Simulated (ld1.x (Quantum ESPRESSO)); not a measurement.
u(r) = r·R(r): atom against pseudo-atom (cerium (Ce))

Columns: radius, all-electron u(r) and pseudo u(r) of the 5p shell (level -23.30 eV) of cerium in the configuration [Kr] 4d10 4f1 5s2 5p6 5d1 6s2 6p0; LDA (PZ), scalar-relativistic, PAW scheme, ld1.x (Quantum ESPRESSO) 7.5.

```
r (bohr)  all-electron   pseudo
   0.205       -0.3039  -0.0389
   0.410        0.3096  -0.1481
   0.615        0.3952  -0.3063
   0.820       -0.0319  -0.4837
   1.025       -0.4703  -0.6482
   1.230       -0.7475  -0.7726
   1.435       -0.8644  -0.8397
   1.640       -0.8682  -0.8452
   1.845       -0.8062  -0.7972
   2.050       -0.7126  -0.7125
   2.255       -0.6096  -0.6110
   2.460       -0.5097  -0.5100
   2.665       -0.4193  -0.4193
   2.870       -0.3407  -0.3407
   3.075       -0.2744  -0.2744
   3.280       -0.2194  -0.2194
   3.485       -0.1745  -0.1745
   3.690       -0.1382  -0.1382
   3.895       -0.1090  -0.1090
   4.100       -0.0857  -0.0857
   4.305       -0.0672  -0.0672
   4.510       -0.0526  -0.0526
   4.715       -0.0411  -0.0411
   4.920       -0.0320  -0.0320
   5.125       -0.0249  -0.0249
   5.330       -0.0194  -0.0194
```

(1) How many radial nodes do the two functions have?

(2) At about which radius was the pseudo-wave matched?

(3) Is the pseudo-wave norm-conserving?

Answers

(1) The all-electron 5p function has n − l − 1 = 3 (the table is too coarse to show those close to the nucleus); the pseudo-wave has 0, since the states of the same l below it are removed with the core.

(2) 2.60 bohr, where the columns begin to agree (steps of 0.20 bohr).

(3) No, it belongs to a PAW set: the norm inside the radius is not constrained, and the difference is carried by the augmentation charge.
